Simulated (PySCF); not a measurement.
## Potential energy of CeH along the bond

Set-up: Ce x2c-TZVPPall, H x2c-TZVPPall; spin-free X2C with a Gaussian nucleus (PySCF 2.14). Energies in eV from Ce (4f1 5d1 6s2) + H in their ground configurations at the same level. State: quartet, about 1.1 electrons in the 4f shell (Mulliken), real f orbitals that mix terms.

```json
{"R (Å)": "1.760", "r²SCANh": "-2.504", "r²SCAN": "-2.571", "PBE0": "-2.455"}
{"R (Å)": "1.841", "r²SCANh": "-2.714", "r²SCAN": "-2.784", "PBE0": "-2.661"}
{"R (Å)": "1.923", "r²SCANh": "-2.840", "r²SCAN": "-2.913", "PBE0": "-2.782"}
{"R (Å)": "1.985", "r²SCANh": "-2.889", "r²SCAN": "-2.964", "PBE0": "-2.828"}
{"R (Å)": "2.046", "r²SCANh": "-2.906", "r²SCAN": "-2.984", "PBE0": "-2.842"}
{"R (Å)": "2.107", "r²SCANh": "-2.896", "r²SCAN": "-2.978", "PBE0": "-2.830"}
{"R (Å)": "2.189", "r²SCANh": "-2.850", "r²SCAN": "-2.935", "PBE0": "-2.780"}
{"R (Å)": "2.292", "r²SCANh": "-2.750", "r²SCAN": "-2.841", "PBE0": "-2.677"}
{"R (Å)": "2.414", "r²SCANh": "-2.588", "r²SCAN": "-2.686", "PBE0": "-2.512"}
{"R (Å)": "2.578", "r²SCANh": "-2.328", "r²SCAN": "-2.434", "PBE0": "-2.248"}
```

Put a parabola through the three lowest points of the r²SCANh curve and estimate Re, k and ωe (reduced mass 1.001 u; 1 eV/Å² = 0.16022 mdyn/Å; ωe = 1302.8·√(k/μ) cm⁻¹).

Through R = 1.985, 2.046, 2.107 Å the second-order coefficient is 3.63 eV/Å², so Re ≈ 2.054 Å, k ≈ 1.16 mdyn/Å and ωe ≈ 1404 cm⁻¹. A polynomial fit of higher order to the unrounded r²SCANh energies gives Re = 2.053 Å, k = 1.10 mdyn/Å, ωe = 1368 cm⁻¹; anharmonicity and rounding make the difference.

The higher-order fit for each curve: r²SCANh: Re = 2.053 Å, ωe = 1368 cm⁻¹, De = 2.91 eV; r²SCAN: Re = 2.060 Å, ωe = 1351 cm⁻¹, De = 2.98 eV; PBE0: Re = 2.046 Å, ωe = 1376 cm⁻¹, De = 2.84 eV.

These are scalar-relativistic numbers at best; spin–orbit coupling would shift them, the dissociation energy most. With d or f electrons several states lie close, and the lowest PBE0 determinant need not be the measured ground state.
